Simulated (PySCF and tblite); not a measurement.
C₆H₅FO, numbered as in [CH:1]#[C:2]/[CH:3]=[CH:4]\[O:5]/[CH:6]=[CH:7]/[F:8]. Free energies: PBE0-D3(BJ)/pcSseg-1 on GFN2-xTB structures plus GFN2-xTB thermal terms, symmetry and mirror images included. Conformers within 2.5 kcal/mol (GFN2-xTB free energy) were kept, 4 at most. GIAO shieldings: PBE0/pcSseg-1. Couplings: B3LYP/pcSseg-1 with pcJ-1 on H, F (gas phase; spin-dipole term only for pairs with B, N, F, Si or P). Shifts are against TMS (¹H), TMS (¹³C), CFCl3 (¹⁹F) at the same level. (PySCF 2.14, tblite 0.8.)

Torsions listed: C3–C4–O5–C6, C4–O5–C6–C7. Of a mirror pair one member is shown.

Two conformers hold nearly all the population. I: 180°, 180°; δ(H7) = 7.54 ppm. II: 162°, -16°; δ(H7) = 7.08 ppm. The average over the ensemble at 298.15 K is 7.44 ppm.

Problem. What populations and free-energy difference follow from a two-state model?

Solution. p(I) = (7.44 − 7.08)/(7.54 − 7.08) = 0.78, so K = p(II)/p(I) = 0.28 and G(II) − G(I) = −RT ln K = 0.76 kcal/mol. One of the two counts twice, as a mirror pair, which this difference holds. The weights computed directly are 77.8 % and 22.2 %.


Conformer gaps in pcSseg-1 on xTB geometries can be 2 kcal/mol off for S=O, P=O and other polar bonds.